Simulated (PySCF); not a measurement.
Si(H)(Cl)(Et)(NH2) (C₂H₈ClNSi), SMILES C(C)[SiH](Cl)N. Atoms are numbered in the order given.

```xyz
13

Si     0.0904    -0.3512     0.3178
N      0.8333    -1.5247    -0.7029
Cl     1.3933     1.1867     0.9342
C     -1.3160     0.4757    -0.6058
C     -2.4119    -0.4937    -1.0683
H     -0.3328    -1.0508     1.5577
H      1.4875    -2.1938    -0.3066
H      1.1270    -1.2556    -1.6383
H     -0.8744     1.0102    -1.4665
H     -1.7302     1.2638     0.0464
H     -3.2039     0.0274    -1.6298
H     -1.9991    -1.2823    -1.7165
H     -2.8913    -0.9962    -0.2122
```
Charge 0, spin multiplicity 1.

The structure is a stationary point at B3LYP-D3(BJ)/def2-SVP. One conformer was computed; it need not be the lowest.

Computed with r2SCAN/def2-TZVP in PySCF.

The total energy comes out as -885.50893 hartree and the highest occupied level comes out as -6.70 eV. The lowest empty level is 0.47 eV, the orbital gap is 7.17 eV and the dipole moment comes out as 2.04 D. The quadrupole, principal values (traceless, Buckingham form, about the centre of nuclear charge) comes out as -8.90, 1.63, 7.26 D·Å and the mean static polarisability is 69.5 bohr³ (10.30 Å³). The polarisability, principal values is 60.2, 67.0, 81.2 bohr³.
